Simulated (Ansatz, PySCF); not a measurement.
The pair A = CH4 (SMILES C) (first 5 atoms), B = H4OSi (SMILES O[SiH3]); geometry from B3LYP-D3(BJ)/def2-TZVP.
(charge 0, multiplicity 1):
```xyz
11

C      0.021    -0.159     0.047
H     -0.125     0.649     0.762
H     -0.368    -1.088     0.464
H     -0.507     0.071    -0.877
H      1.084    -0.274    -0.161
O     -0.017     1.297     3.404
Si    -0.103    -0.284     3.883
H      0.756     1.809     3.651
H      1.016    -1.086     3.329
H     -1.389    -0.792     3.369
H     -0.066    -0.403     5.362
```

Rows in 6-31G* carry no dispersion term and start afresh at each structure (6-31G* with six Cartesian d functions).

Codes used: Ansatz (an electronic-structure program) with Gaussian orbitals; PySCF for 6-31G* rows. Each number belongs to the level named beside it.

Total energies (hartree), monomers frozen at their geometry in the pair:

| structure | HF/6-31G* | HF/aug-cc-pV(D+d)Z | B3LYP/6-31G* |
|---|---|---|---|
| AB | -406.3249384 | -406.3752630 | -407.6614190 |
| A in the pair's basis | -40.1952027 | -40.1997866 | -40.5186835 |
| B in the pair's basis | -366.1307325 | -366.1764846 | -367.1434724 |
| A | -40.1950824 | -40.1996313 | -40.5183409 |
| B | -366.1300850 | -366.1760164 | -367.1425764 |

Q: Work out the interaction energy without and with the counterpoise correction, and the superposition error, for each level.

A: 
E(AB) − E(A) − E(B), times 627.509 kcal/mol, with the monomers in their own basis and then in the pair's basis:
- HF/6-31G*: 0.14 uncorrected, 0.63 corrected; the monomers gain 0.48 kcal/mol from borrowed functions
- HF/aug-cc-pV(D+d)Z: 0.24 uncorrected, 0.63 corrected; the monomers gain 0.39 kcal/mol from borrowed functions
- B3LYP/6-31G*: -0.31 uncorrected, 0.46 corrected; the monomers gain 0.78 kcal/mol from borrowed functions
